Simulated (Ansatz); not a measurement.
Computed with Ansatz on PBE0-D4/def2-TZVP structures; ΔE is electronic, products minus reactants. CBS: MP2 limit from def2 TZ/QZ plus the TZ coupled-cluster correction, frozen cores. For Ge, Se outer-core shells are correlated without core-valence functions, which leaves a few kJ/mol of doubt a bond. Scalar relativity is left out up to krypton. Each species was taken in one conformer, which may not be the lowest.

Consider the cleavage of the Si–Ge bond: `[OH][GeH2][SiH2]S` + H₂Se → `S[SiH2][SeH]` + `[OH][GeH3]`.

```
          level  ΔE (kJ/mol)
  HF/def2-TZVPP        -58.3
CCSD/def2-TZVPP        -45.1
 MP2/def2-QZVPP        -53.2
   HF/CBS(def2)        -59.6
```

Problem. What does CCSD(T)/CBS give? (Estimate.)

Solution. The calculation gave: -46.7 kJ/mol. The listed levels differ from it by -11.6, 1.6, -6.5, -12.9 kJ/mol.

Largest T1 diagnostic among the species: 0.012.

From PBE to PBE0 (25 % exact exchange), in def2-TZVPP and without D4, ΔE moves by −3.9 kJ/mol. In def2-TZVPP, CCSD(T) changes the Hartree–Fock value by +14.3 kJ/mol (the triples alone add +1.1 kJ/mol) and MP2 by +7.0 kJ/mol. The D4 term adds +3.0 kJ/mol with B3LYP and +1.9 kJ/mol with PBE0; it sums over pairs of atoms, weighted by their polarisabilities, and B3LYP, whose exchange is more repulsive, gets the larger term.

B3LYP here is the variant with VWN-RPA as its local correlation; programs differ in this.
